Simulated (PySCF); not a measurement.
# Which determinant of PdH lies lowest?

Unrestricted PBE0; PySCF, scalar-relativistic core potentials, basis sets H def2-TZVPP, Pd def2-TZVPP with ECP28. Outer shells of the fragments: H 1s1; Pd 4d10.

Followed along the bond (rough minima from three points):

```json
{"2Ms+1": "2", "unpaired": "σ ↑", "⟨S²⟩ at the start": "0.75", "R at minimum (Å)": "1.53", "Te (eV)": "0.00"}
{"2Ms+1": "2", "unpaired": "δ ↑", "⟨S²⟩ at the start": "0.75", "R at minimum (Å)": "none in the scan", "Te (eV)": "≤ 0.83"}
{"2Ms+1": "2", "unpaired": "π ↑", "⟨S²⟩ at the start": "0.75", "R at minimum (Å)": "none in the scan", "Te (eV)": "≤ 1.11"}
{"2Ms+1": "4", "unpaired": "σ ↑↑, δ ↑", "⟨S²⟩ at the start": "3.75", "R at minimum (Å)": "none in the scan", "Te (eV)": "≤ 3.06"}
```

Solutions found at the starting distance of 1.505 Å, counted from the lowest of them; the search is not exhaustive and high or unbound solutions are not listed, so other states can lie among these:

| 2Ms+1 | unpaired | term | E (eV) | ⟨S²⟩ | ⟨Lz²⟩ | μ (D) |
| --- | --- | --- | --- | --- | --- | --- |
| 2 | σ ↑ | ²Σ⁺ | 0.00 | 0.75 | 0.00 | 2.06 |
| 2 | δ ↑ | ²Δ | 0.87 | 0.75 | 4.01 | 2.54 |
| 2 | π ↑ | ²Π | 1.25 | 0.75 | 1.01 | 2.84 |
| 4 | σ ↑↑, δ ↑ | ⁴Δ | 3.22 | 3.75 | 4.01 | -1.17 |
| 4 | σ ↑↑, π ↑ | ⁴Π | 3.53 | 3.75 | 1.07 | -1.33 |
| 2 | σ ↑↑, δ ↓ | mixed | 3.74 | 1.76 | 4.01 | -1.50 |
| 2 | σ ↑↑, π ↓ | mixed | 3.90 | 1.76 | 1.06 | -1.51 |
| 4 | σ ↑, π ↑, δ ↑ | mixed | 5.06 | 3.75 | 4.99 | 0.99 |
| 4 | σ ↑, π ↑, δ ↑ | mixed | 5.07 | 3.75 | 5.01 | 0.99 |
| 4 | σ ↑, π ↑, δ ↑ | mixed | 5.48 | 3.75 | 5.01 | 0.09 |

A term symbol is given only where ⟨S²⟩ and ⟨Lz²⟩ are close to those of a pure state; real π, δ and φ orbitals otherwise mix terms. A positive dipole means H(−)Pd(+).

Spin–orbit coupling is left out. Counting both spins, an empty level lies below a filled one in some of these solutions, because spin and occupation are held. The state is the lowest single determinant that the PBE0 search found; with open d or f shells the true ground state can be another one.
